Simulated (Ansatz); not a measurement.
Basis-set extrapolation for C2H9BO2Si, SMILES `CCB(O)O[SiH3]` (PBE0-D4/def2-TZVP geometry, frozen core, Ansatz). Multiplicity 1, RHF reference.

```
                      def2-TZVPP   def2-QZVPP
                 HF  -544.604741  -544.626467
    MP2 correlation    -1.047021    -1.123470
CCSD(T) correlation    -1.139339      not run
```

Energies in hartree. Use E(X) = E(∞) + A·exp(−7.88·√X) for Hartree–Fock and E(X) = E(∞) + B·X^(−2.97) for correlation, with X = 3 and 4, and add CCSD(T) minus MP2 of the smaller set to the MP2 limit.

Q: What is the CCSD(T) energy at the basis-set limit?

A: HF limit: -544.626467 + (-0.021726) × 0.13774 = -544.62946. MP2 limit: -1.123470 + (-0.076449) × 0.74074 = -1.18010. Higher-order term: -1.139339 − (-1.047021) = -0.09232. Total: -545.90188 hartree, 414.3 kJ/mol below CCSD(T)/def2-TZVPP.
